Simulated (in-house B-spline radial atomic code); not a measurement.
Configurations of Dy³⁺, with energies counted from [Xe] 4f9. Level of theory: scalar-relativistic (X2C) wB97X, spin-polarised, spherical fractional occupations, Fermi nucleus of rms radius 5.2218 fm; calculated with a radial B-spline atomic code at the basis-set limit. Shells without spins written out take the highest spin.

Caution: exact exchange at fractional occupations of open shells leaves self-interaction of up to several eV.

Occupations are held fixed; configurations that lie above the ionisation limit could autoionise.

| configuration | E - E(ref) (eV) | highest orbital | its <r> (bohr) |
| --- | --- | --- | --- |
| [Xe] 4f8 5d1 | 8.5561 | 5d up | 2.032 |
| [Xe] 4f(3 up, 6 down) | 10.478 | 4f up | 0.8219 |
| [Xe] 4f(4 up, 5 down) | 15.728 | 4f up | 0.8097 |
| [Xe] 4f8 6p1 | 16.84 | 6p up | 3.549 |
| [Kr] 4d10 4f9 5s2 5p5 6p1 | 41.71 | 6p up | 3.578 |
| [Kr] 4d9 4f9 5s2 5p6 6d1 | 185.45 | 6d up | 4.892 |

Task: Order these further configurations by energy, lowest first.
A. [Kr] 4d(5 up, 4 down) 4f(7 up, 2 down) 5s2 5p6 5f(1 up, 0 down)
B. [Kr] 4d10 4f9 5s2 5p5 6s1
C. [Kr] 4d9 4f9 5s2 5p6 5d1
D. [Kr] 4d10 4f(7 up, 2 down) 5s2 5p(3 up, 2 down) 5f(0 up, 1 down)
E. [Kr] 4d9 4f9 5s2 5p6 6s1

Result: B (33.89 eV), D (50.74 eV), C (170.17 eV), E (170.56 eV), A (187.57 eV).

Task: How far above the reference does [Kr] 4d9 4f9 5s2 5p6 6p1 lie?

Result: 178.46 eV; its least bound orbital is 6p up with <r> = 3.544 bohr.

Task: How far above the reference does [Xe] 4f8 6s1 lie?

Result: 8.9482 eV; its least bound orbital is 6s up with <r> = 2.921 bohr.
